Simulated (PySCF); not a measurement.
Input of a run (PBE0-D3(BJ)/def2-SVP geometry optimisation, gas phase, def2 core potentials past Kr (PySCF 2.14.0)), started from GFN2-xTB:
```
{"job": {"xc": "PBE0", "basis": "def2-SVP", "d3": "d3bj", "grid": 1, "maxiter": 30, "shake": 0.03, "kind": "geom"}, "charge": 0, "multiplicity": 1}
Zr     0.061850    -0.077320     0.109670
H     -0.006410    -0.031600     1.853000
F      1.648250     0.003280    -0.688070
F     -0.764150     1.494020    -0.643580
F     -0.864690    -1.498860    -0.693130
```

Output (energies in Eh, forces in Eh/bohr):
```
step   0  E = -346.86563145  max force = 0.082731
step   1  E = -346.88031512  max force = 0.020565
step   2  E = -346.88327324  max force = 0.010963
step   3  E = -346.88417714  max force = 0.005605
step   4  E = -346.88431014  max force = 0.002023
step   5  E = -346.88433421  max force = 0.000513
step   6  E = -346.88434312  max force = 0.000358
optimisation converged
```

Problem. Summarise the run.

Solution. The energy falls by 0.509 eV over 7 energy and gradient evaluations, the largest force component goes from 0.0827 to 3.6e-04 Eh/bohr, and the atoms move by 0.152 Å rms after alignment. The bond that changes most is Zr1–F3 (ends: zirconium bonded to 3 F and H; fluorine bonded to Zr), which lengthens by 0.114 Å. Bonds longer at the end by more than 0.005 Å: 3 of 4; shorter: 1. Among the angles that change most is H2–Zr1–F3, from 118.8° to 106.5°. The energy never rose by more than 1e-6 Eh on the way. The first step brought 78 % of the lowering.

Problem. What are the final bond lengths?

Solution. Zr1–H2 1.846 Å, Zr1–F3 1.892 Å, Zr1–F4 1.891 Å, Zr1–F5 1.892 Å. Numbering counts from 1 in the input's order; the species is `[H][Zr]([F])([F])[F]` (ZrHF3).

The run used 78 basis functions and 49 SCF cycles in all. Hardware: an Arm Neoverse N1 with one thread, shared host. Cost: 32 s wall, 0.30 GiB resident at most.

No PBE0-D3(BJ)/def2-SVP frequencies stand behind this structure, so it isn't proved a minimum.
